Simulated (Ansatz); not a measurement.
Relaxation of ClF2H2NSi (7 atoms, charge 0, multiplicity 1), to a largest force component of 0.02 eV/Å in at most 40 steps.

All numbers below come from RKS LDA/6-31G in Ansatz.

```xyz
7
Properties=species:S:1:pos:R:3
Si 0.000 0.000 0.000
N 0.000 0.000 1.820
H -0.877 -0.271 2.350
H 0.877 0.271 2.350
Cl 2.009 0.000 -0.709
F -0.749 1.297 -0.529
F -0.749 -1.297 -0.529
```

Question: Where does it end, and by what steps?

Answer: The run converged. The force dipped under the threshold on the way, but the program's further checks kept it going. Limits of this set-up: no polarisation functions. After 12 steps the energy has fallen by 0.532 eV; H4 moved furthest, 0.23 Å.

| step | energy less start (eV) | largest force component (eV/Å) | accepted |
| --- | --- | --- | --- |
| 0 | 0.0000 | 5.109 | yes |
| 1 | -0.3878 | 2.773 | yes |
| 2 | -0.5206 | 0.286 | yes |
| 3 | -0.5278 | 0.096 | yes |
| 4 | -0.5294 | 0.046 | yes |
| 5 | -0.5297 | 0.010 | yes |
| 6 | -0.5300 | 0.027 | yes |
| 7 | -0.5305 | 0.078 | yes |
| 8 | -0.5308 | 0.087 | yes |
| 9 | -0.5314 | 0.016 | yes |
| 10 | -0.5316 | 0.012 | yes |
| 11 | -0.5317 | 0.046 | yes |
| 12 | -0.5317 | 0.015 | yes |

```xyz
7
Properties=species:S:1:pos:R:3
Si 0.002 -0.003 0.078
N 0.025 -0.003 1.783
H -0.820 -0.048 2.350
H 0.903 0.045 2.299
Cl 2.019 0.083 -0.582
F -0.862 1.264 -0.590
F -0.756 -1.338 -0.586
```

Whether the end is a true minimum wasn't checked by a vibrational analysis.

The run took 16 s on 1 thread of Intel(R) Xeon(R) 6975P-C (Granite Rapids), with other jobs on the host, peak memory 0.16 GiB.
